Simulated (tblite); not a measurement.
C6H11OP.
Geometry (GFN2-xTB, Å), atoms numbered from 1 in this order:
```xyz
19
C6H11OP angstrom
C     -1.7351    1.1474   -0.1876
C     -2.1564   -0.3046   -0.3431
C     -0.9570   -1.1735   -0.6901
P      0.2668   -1.0234    0.6699
O     -0.2533   -1.2423    2.0265
C      1.9470   -1.3977    0.1426
C      1.7413   -0.0737    0.2595
C      2.4804    1.1978    0.1867
H     -1.3050    1.5283   -1.1126
H     -0.9845    1.2191    0.6028
H     -2.5830    1.7710    0.0851
H     -2.9215   -0.4014   -1.1174
H     -2.5786   -0.6583    0.6001
H     -1.2397   -2.2281   -0.7510
H     -0.4843   -0.8742   -1.6244
H      2.7666   -2.0592   -0.0578
H      3.5355    1.0155   -0.0153
H      2.0681    1.8313   -0.5990
H      2.3831    1.7354    1.1301
```

Computed with GFN2-xTB (tblite): harmonic, unscaled wavenumbers at the GFN2-xTB geometry, gas phase. This tight-binding method is rough: wavenumbers can miss measured ones by several per cent, in bad cases by 10 to 20. One conformer, not necessarily the lowest.

Harmonic wavenumbers (cm⁻¹): 61.0, 90.0, 108.3, 144.9, 155.0, 210.7, 250.8, 275.1, 297.6, 342.4, 381.6, 436.4, 603.4, 660.1, 730.6, 754.4, 811.7, 849.3, 939.1, 985.6, 992.5, 1004.5, 1007.3, 1040.6, 1111.6, 1146.2, 1177.8, 1218.7, 1261.7, 1270.9, 1334.0, 1382.8, 1405.9, 1417.4, 1455.7, 1461.8, 1474.4, 1484.3, 1493.3, 1673.9, 2940.1, 2963.6, 2980.4, 2983.3, 2991.8, 2995.3, 3007.9, 3009.1, 3020.9, 3042.0, 3108.0.

A = 2397, B = 1317, C = 1081 MHz; mass 130.055 u (most abundant isotopes); point group C1, symmetry number 1.

**Question.** Zero-point energy?

**Answer.** Half the sum of the wavenumbers: 33973 cm⁻¹ = 406.40 kJ/mol.

**Question.** Entropy at 400 K, 1 bar (ideal gas, RRHO, classical rotation)?

**Answer.** Translation 175.68, rotation 124.73, vibration 165.13: S = 465.5 J/(mol K).

**Question.** And Cp and H(400 K) − H(0)?

**Answer.** Cp = 199.54 J/(mol K), of which vibrations give 166.28 (their classical limit is 51 R = 424.0); H(400 K) − H(0) = 47.84 kJ/mol without the zero-point energy, 34.54 from vibrations.

**Question.** Which modes carry the vibrational entropy at 400 K?

**Answer.** 61.0 cm⁻¹: 20.94; 90.0 cm⁻¹: 17.73; 108.3 cm⁻¹: 16.21; 144.9 cm⁻¹: 13.83; 155.0 cm⁻¹: 13.28; 210.7 cm⁻¹: 10.82 J/(mol K); the other 45 give 72.33 together.

**Question.** What must be added to the electronic energy to get the Gibbs energy at 400 K and 1 bar?

**Answer.** ZPE + [H(400 K) − H(0)] − T·S = 406.40 + 47.84 − 186.21 = 268.03 kJ/mol.

**Question.** How do the functions run with temperature in this model?

**Answer.** 
```tsv
T (K)	S (J/(mol K))	Cp (J/(mol K))	H − H(0) (kJ/mol)	G − H(0) (kJ/mol)	ln q(vib)
100	287.7	81.9	5.45	-23.32	1.46
200	357.3	121.7	15.72	-55.75	4.17
300	413.9	160.6	29.81	-94.37	6.85
500	513.9	234.0	69.56	-187.37	12.05
800	641.3	307.7	151.77	-361.27	19.41
1000	713.6	340.3	216.74	-496.91	23.97
```

q(vib) and H(0) count from the zero-point level.

**Question.** Blend soft modes into free rotors: weight 1/[1 + (100 cm⁻¹/ν̃)⁴] for the oscillator and the rest for a rotor with moment μB/(μ + B), μ = h/(8π²ν), B = 10⁻⁴⁴ kg m². What vibrational entropy results?

**Answer.** 155.49 J/(mol K) in place of 165.13, which changes −T·S at 400 K by +3.85 kJ/mol.

Hindered rotation and anharmonicity are outside this model. Other conformers, if any are populated, would add a mixing term that is left out. The structure is chiral; the term R ln 2 for an equal mix with its mirror image is left out.

The run took 1.1 s on Arm Neoverse N1, one thread, shared host with 64 logical CPUs at a one-minute load of 19. The figure is for the frequency step alone.
